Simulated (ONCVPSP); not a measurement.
u(r) = r·R(r): atom against pseudo-atom (C (Z = 6))

Columns: radius, all-electron u(r) and pseudo u(r) of the 2p shell (level -5.82 eV) of carbon in the configuration [He] 2s1 2p3; LDA (Perdew-Wang 92), scalar-relativistic, ONCV scheme, ONCVPSP 4.0.1.

```json
{"r (bohr)": "0.085", "all-electron": "0.0363", "pseudo": "0.0176"}
{"r (bohr)": "0.170", "all-electron": "0.1152", "pseudo": "0.0681"}
{"r (bohr)": "0.255", "all-electron": "0.2091", "pseudo": "0.1449"}
{"r (bohr)": "0.340", "all-electron": "0.3034", "pseudo": "0.2388"}
{"r (bohr)": "0.425", "all-electron": "0.3908", "pseudo": "0.3393"}
{"r (bohr)": "0.510", "all-electron": "0.4677", "pseudo": "0.4365"}
{"r (bohr)": "0.595", "all-electron": "0.5331", "pseudo": "0.5227"}
{"r (bohr)": "0.680", "all-electron": "0.5869", "pseudo": "0.5933"}
{"r (bohr)": "0.765", "all-electron": "0.6295", "pseudo": "0.6464"}
{"r (bohr)": "0.850", "all-electron": "0.6620", "pseudo": "0.6830"}
{"r (bohr)": "0.935", "all-electron": "0.6853", "pseudo": "0.7055"}
{"r (bohr)": "1.020", "all-electron": "0.7006", "pseudo": "0.7170"}
{"r (bohr)": "1.105", "all-electron": "0.7089", "pseudo": "0.7205"}
{"r (bohr)": "1.190", "all-electron": "0.7113", "pseudo": "0.7185"}
{"r (bohr)": "1.275", "all-electron": "0.7087", "pseudo": "0.7125"}
{"r (bohr)": "1.360", "all-electron": "0.7020", "pseudo": "0.7037"}
{"r (bohr)": "1.445", "all-electron": "0.6919", "pseudo": "0.6925"}
{"r (bohr)": "1.530", "all-electron": "0.6791", "pseudo": "0.6792"}
{"r (bohr)": "1.615", "all-electron": "0.6641", "pseudo": "0.6641"}
{"r (bohr)": "1.700", "all-electron": "0.6475", "pseudo": "0.6475"}
{"r (bohr)": "1.785", "all-electron": "0.6296", "pseudo": "0.6296"}
{"r (bohr)": "1.870", "all-electron": "0.6107", "pseudo": "0.6107"}
{"r (bohr)": "1.955", "all-electron": "0.5912", "pseudo": "0.5912"}
{"r (bohr)": "2.040", "all-electron": "0.5713", "pseudo": "0.5712"}
{"r (bohr)": "2.125", "all-electron": "0.5511", "pseudo": "0.5511"}
{"r (bohr)": "2.210", "all-electron": "0.5309", "pseudo": "0.5309"}
```

Problem. How many radial nodes do the two functions have?

Solution. The all-electron 2p function has n − l − 1 = 0; the pseudo-wave has 0.

Problem. At about which radius was the pseudo-wave matched?

Solution. 1.70 bohr. The columns agree to 0.0005 from 1.53 bohr on; several derivatives are matched, so the curves merge somewhat inside the radius.

Problem. Where does each function peak?

Solution. Outermost all-electron maximum near 1.19 bohr, pseudo maximum near 1.10 bohr (to the table’s step).

Problem. Is the pseudo-wave norm-conserving?

Solution. Yes: the ONCV scheme keeps the norm inside the radius equal to the all-electron one, which fixes the energy derivative of the logarithmic derivative at the level.
